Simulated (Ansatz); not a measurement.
Basis-set extrapolation for `[OH][Al]([F])[F]` (PBE0-D4/def2-TZVP geometry, frozen core, Ansatz). Multiplicity 1, RHF reference.

|  | def2-TZVPP | def2-QZVPP |
| --- | --- | --- |
| HF | -516.598670 | -516.620325 |
| MP2 correlation | -0.816664 | -0.892293 |
| CCSD(T) correlation | -0.841570 | not run |

Energies in hartree. Use E(X) = E(∞) + A·exp(−7.88·√X) for Hartree–Fock and E(X) = E(∞) + B·X^(−2.97) for correlation, with X = 3 and 4, and add CCSD(T) minus MP2 of the smaller set to the MP2 limit.

Question: What is the CCSD(T) energy at the basis-set limit?

Answer: HF limit: -516.620325 + (-0.021655) × 0.13774 = -516.62331. MP2 limit: -0.892293 + (-0.075629) × 0.74074 = -0.94831. Higher-order term: -0.841570 − (-0.816664) = -0.02491. Total: -517.59653 hartree, 410.3 kJ/mol below CCSD(T)/def2-TZVPP.
